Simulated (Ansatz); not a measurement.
Geometry optimisation, RKS PBE/6-31G* (Ansatz).

Input file:

```yaml
crystal:
  periodic: [false, false, false]
  atoms:
    - { symbol: B, position_ang: [-0.017876, -0.59231, -0.404707] }
    - { symbol: H, position_ang: [-0.101498, 0.186178, 1.867912] }
    - { symbol: F, position_ang: [1.08526, 0.146281, -0.41894] }
    - { symbol: Cl, position_ang: [-1.544504, 0.121744, -0.935595] }
    - { symbol: S, position_ang: [0.144165, -2.380315, 0.090963] }
    - { symbol: H, position_ang: [-1.153126, -2.709041, -0.140125] }
    - { symbol: H, position_ang: [-0.118421, -0.524337, 1.908092] }
basis:
  gaussian: { orbitals: "6-31G*" }
hamiltonian:
  xc: pbe
relax:
  f_tol: 0.03
  max_steps: 50
output:
  orbitals: {}
```

Run as:

```bash
$ ansatz run input.yaml --threads 1 --pin off --max-ram 2048MiB --backend cpu --events-out ev --progress --plain --runs-dir out
```

**Question.** Where does it end, and by what steps?

**Answer.** The forces met the threshold. After 11 steps the energy has fallen by 0.249 eV; H2 moved furthest, 0.79 Å.

| step | energy less start (eV) | largest force component (eV/Å) | accepted |
| --- | --- | --- | --- |
| 0 | 0.0000 | 1.710 | yes |
| 1 | -0.1427 | 0.650 | yes |
| 2 | -0.2126 | 0.409 | yes |
| 3 | -0.2298 | 0.336 | yes |
| 4 | -0.2422 | 0.244 | yes |
| 5 | -0.2468 | 0.186 | yes |
| 6 | -0.2482 | 0.153 | yes |
| 7 | -0.2486 | 0.096 | yes |
| 8 | -0.2489 | 0.069 | yes |
| 9 | -0.2489 | 0.069 | yes |
| 10 | -0.2482 | 0.116 | no |
| 11 | -0.2491 | 0.017 | yes |

```xyz
7
Properties=species:S:1:pos:R:3
B -0.019 -0.749 -0.706
H -0.090 0.529 2.581
F 1.086 -0.007 -0.708
Cl -1.557 0.016 -1.136
S 0.148 -2.501 -0.263
H -1.164 -2.818 -0.399
H -0.110 -0.221 2.600
```

Whether the end is a true minimum wasn't checked by a vibrational analysis.

Run time: 30 s on 1 thread of Arm Neoverse V2, with other jobs on the host, peak memory 0.16 GiB.
